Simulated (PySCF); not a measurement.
**Atomic charges by several schemes**

C2H13ClOSi4.
Atom-mapped SMILES: `[CH3:1][O:2][CH2:3][SiH2:4][Si:5]([SiH3:6])([SiH3:7])[Cl:8]` (hydrogens: H9, H10, H11 on C1; H12, H13 on C3; H14, H15 on Si4; H16, H17, H18 on Si6; H19, H20, H21 on Si7)

Structure used (GFN2-xTB), in Å, numbered top down from 1:
```xyz
21
C2H13ClOSi4 angstrom
C      2.3691    0.7768    0.1690
O      1.2943    0.2275    0.8810
C      1.2634   -1.2000    0.8388
Si     0.4155   -1.7876   -0.7739
Si    -1.3014   -0.2043   -0.9337
Si    -0.6762    1.9509   -1.6301
Si    -2.6919   -0.2228    0.9614
Cl    -2.5068   -0.9347   -2.5074
H      2.3243    0.5245   -0.8967
H      2.3035    1.8569    0.2855
H      3.3277    0.4249    0.5709
H      2.2729   -1.5979    0.9804
H      0.6753   -1.4964    1.7091
H      0.0936   -3.2092   -0.5763
H      1.4233   -1.8139   -1.8510
H     -0.2433    2.7392   -0.4752
H      0.4294    1.9646   -2.5983
H     -1.7727    2.6891   -2.2643
H     -1.9708    0.3370    2.1045
H     -3.1210   -1.5730    1.3458
H     -3.9171    0.5654    0.7947
```

Density: PBE0/pcSseg-1 (PySCF); schemes: Mulliken, IAO, Hirshfeld and ESP-fitted. Isolated species at its GFN2-xTB geometry (one conformer only).

Problem. What partial charge does each atom carry?

Solution. In e:

| atom | environment | Mulliken | IAO | Hirshfeld | ESP-fitted |
| --- | --- | --- | --- | --- | --- |
| C1 | methoxy carbon | -0.048 | -0.199 | -0.041 | -0.248 |
| O2 | ether oxygen | -0.521 | -0.394 | -0.136 | -0.254 |
| C3 | sp3 carbon bound to oxygen | -0.239 | -0.324 | -0.089 | -0.214 |
| Si4 | SiH2 silicon | +0.362 | +0.449 | +0.230 | +0.299 |
| Si5 | chlorine-bound silicon | -0.065 | +0.228 | +0.136 | +0.019 |
| Si6 | SiH3 silicon | +0.272 | +0.314 | +0.211 | +0.239 |
| Si7 | SiH3 silicon | +0.286 | +0.308 | +0.212 | +0.218 |
| Cl8 | silicon-bound chlorine | -0.335 | -0.343 | -0.165 | -0.203 |
| H9 | methyl hydrogen | +0.104 | +0.117 | +0.032 | +0.109 |
| H10 | methyl hydrogen | +0.133 | +0.160 | +0.050 | +0.144 |
| H11 | methyl hydrogen | +0.107 | +0.126 | +0.040 | +0.126 |
| H12 | methylene hydrogen | +0.129 | +0.133 | +0.038 | +0.126 |
| H13 | methylene hydrogen | +0.155 | +0.158 | +0.043 | +0.134 |
| H14 | Si–H hydrogen | -0.034 | -0.090 | -0.069 | -0.076 |
| H15 | Si–H hydrogen | -0.031 | -0.097 | -0.074 | -0.071 |
| H16 | Si–H hydrogen | -0.053 | -0.098 | -0.072 | -0.061 |
| H17 | Si–H hydrogen | -0.050 | -0.093 | -0.070 | -0.065 |
| H18 | Si–H hydrogen | -0.035 | -0.085 | -0.068 | -0.055 |
| H19 | Si–H hydrogen | -0.047 | -0.095 | -0.072 | -0.063 |
| H20 | Si–H hydrogen | -0.048 | -0.090 | -0.070 | -0.056 |
| H21 | Si–H hydrogen | -0.043 | -0.086 | -0.067 | -0.047 |

Mean size of the charges over all atoms: IAO 0.190 e, Mulliken 0.147 e, ESP-fitted 0.135 e, Hirshfeld 0.095 e. Each set sums to the total charge, 0, to within 0.001 e. The Hirshfeld scheme divides the density at each point in proportion to the densities of the neutral, spherically averaged free atoms.

Lowest charge. The schemes don't all agree: Mulliken O2 (-0.521); IAO O2 (-0.394); Hirshfeld Cl8 (-0.165); ESP-fitted O2 (-0.254).

Highest charge. All schemes agree: Mulliken Si4 (+0.362); IAO Si4 (+0.449); Hirshfeld Si4 (+0.230); ESP-fitted Si4 (+0.299).

Problem. How many electrons does the ESP-fitted scheme count on Cl8?

Solution. Z − q = 17 − (-0.203) = 17.203.

Problem. How closely do the schemes follow one another over all atoms?

Solution. Correlation coefficient and root-mean-square difference: IAO with ESP-fitted 0.96, 0.082 e; IAO with Hirshfeld 0.95, 0.121 e; Mulliken with IAO 0.92, 0.088 e; Mulliken with ESP-fitted 0.91, 0.085 e; Hirshfeld with ESP-fitted 0.88, 0.079 e; Mulliken with Hirshfeld 0.84, 0.122 e.
